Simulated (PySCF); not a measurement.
Geometries of 2 isomers of [C3H5O2Si]- (charge -1), from PBE0-D3(BJ)/def2-TZVP geometry optimisation, gas phase (PySCF). One conformer each, no zero-point energy, no frequencies.

Task: Which is lower in electronic energy at this level?
A.
```xyz
11
angstrom
O     -0.526   -2.350   -0.333
C     -0.121   -1.187   -0.148
Si    -1.531    0.061    0.314
C      1.201   -0.729   -0.243
C      1.543    0.614   -0.013
O      2.654    1.150   -0.064
H     -1.754    1.190   -0.647
H     -1.423    0.711    1.660
H     -2.805   -0.718    0.335
H      1.981   -1.440   -0.504
H      0.663    1.261    0.249
```
B.
```xyz
11
angstrom
O      1.136   -2.026    0.406
C      1.411   -0.848    0.151
C      0.482    0.220    0.081
Si    -1.267   -0.203    0.398
C      0.906    1.544   -0.220
O      2.047    1.953   -0.451
H      2.468   -0.568   -0.045
H     -1.564   -0.758    1.758
H     -1.881   -1.182   -0.556
H     -2.109    1.037    0.286
H      0.072    2.290   -0.244
```

Result: B. That is `O=C/C([SiH3])=C\[O-]`, 8.0 kcal/mol below the other.

| SMILES | atoms numbered as above | E (Eh) | relative (kcal/mol) | relative (kJ/mol) | dipole about centre of mass (D) |
| --- | --- | --- | --- | --- | --- |
| O=C/C([SiH3])=C\[O-] | [O:1]=[CH:2]/[C:3]([SiH3:4])=[CH:5]\[O-:6] | -557.01054 | 0.0 | 0.0 | 1.84 |
| O=C([SiH3])/C=C/[O-] | [O:1]=[C:2]([SiH3:3])/[CH:4]=[CH:5]/[O-:6] | -556.99772 | 8.0 | 33.6 | 2.52 |
